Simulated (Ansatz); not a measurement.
Computed with Ansatz on PBE0-D4/def2-TZVP structures; ΔE is electronic, products minus reactants. CCSD(T)/CBS is the MP2 limit (def2-TZVPP, def2-QZVPP) plus CCSD(T) − MP2 in def2-TZVPP, frozen cores. This one scheme is used for every species. DFT in def2-TZVPP. One conformer a species, not always the lowest.

Consider the ligand exchange at the Si–O bond: `CO[Si](F)(S)Cl` + HCl → `F[Si](S)(Cl)Cl` + CH₃OH.

```json
{"level": "r2SCAN-D4", "ΔE (kcal/mol)": "4.7"}
{"level": "PBE0", "ΔE (kcal/mol)": "2.9"}
{"level": "HF/def2-QZVPP", "ΔE (kcal/mol)": "6.9"}
{"level": "SCS-MP2/def2-QZVPP", "ΔE (kcal/mol)": "5.4"}
```

Problem. What does CCSD(T)/CBS give? (Estimate.)

Solution. The calculation gave: +5.3 kcal/mol. The listed levels differ from it by -0.6, -2.4, 1.6, 0.1 kcal/mol.

Largest T1 diagnostic among the species: 0.011.

The D4 term adds +0.8 kcal/mol with B3LYP and +0.6 kcal/mol with PBE0; it sums over pairs of atoms, weighted by their polarisabilities, and B3LYP, whose exchange is more repulsive, gets the larger term.

B3LYP here is the variant with VWN-RPA as its local correlation; programs differ in this.
